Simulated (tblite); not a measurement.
Parent: `[CH2:1]=[CH:2][O:3][SiH2:4][CH2:5][CH:6]=[O:7]` with C1–C2–O3–Si4 7°, C2–O3–Si4–C5 -57°, O3–Si4–C5–C6 101°, Si4–C5–C6–O7 -89°, C4H8O2Si.

Structures optimised with GFN2-xTB, isolated species. One conformer each, not checked by frequencies here.

| coordinate of the parent | value |
| --- | --- |
| C1=C2 | 1.319 Å |
| C2–O3 | 1.353 Å |
| O3–Si4 | 1.615 Å |
| Si4–C5 | 1.935 Å |
| C5–C6 | 1.474 Å |
| C6=O7 | 1.205 Å |
| C1–C2–O3 | 126.4° |
| C2–O3–Si4 | 138.0° |
| O3–Si4–C5 | 112.9° |
| Si4–C5–C6 | 109.3° |
| C5–C6–O7 | 125.8° |

**Question.** How does the shared frame change in `[CH2:1]=[CH:2][O:3][SiH2:4][CH2:5][C:6](=[O:7])[O:8][CH3:9]` with C1–C2–O3–Si4 2°, C2–O3–Si4–C5 -179°, O3–Si4–C5–C6 -173°, Si4–C5–C6–O7 97°, C5–C6–O8–C9 176°, C5H10O3Si? Atoms pair as C1 = C1, C2 = C2, O3 = O3, Si4 = Si4, C5 = C5, C6 = C6, O7 = O8 (parent first).

**Answer.** 
| parent | relative | value in the relative | change |
| --- | --- | --- | --- |
| C1=C2 | C1=C2 | 1.319 Å | 0.000 |
| C2–O3 | C2–O3 | 1.345 Å | -0.008 |
| O3–Si4 | O3–Si4 | 1.626 Å | +0.011 |
| Si4–C5 | Si4–C5 | 1.902 Å | -0.033 |
| C5–C6 | C5–C6 | 1.482 Å | +0.008 |
| C6=O7 | C6–O8 | 1.347 Å | +0.142 |
| C1–C2–O3 | C1–C2–O3 | 126.2° | -0.2 |
| C2–O3–Si4 | C2–O3–Si4 | 131.9° | -6.1 |
| O3–Si4–C5 | O3–Si4–C5 | 101.2° | -11.7 |
| Si4–C5–C6 | Si4–C5–C6 | 105.6° | -3.7 |
| C5–C6–O7 | C5–C6–O8 | 111.0° | -14.8 |

Of the parent's bonds, C6–O7 changes most (+0.142 Å). Bonds of the relative outside the shared frame: C6=O7 1.204, O8–C9 1.420 Å. Point group C1 → C1.

The numbers are calculated, not measured.
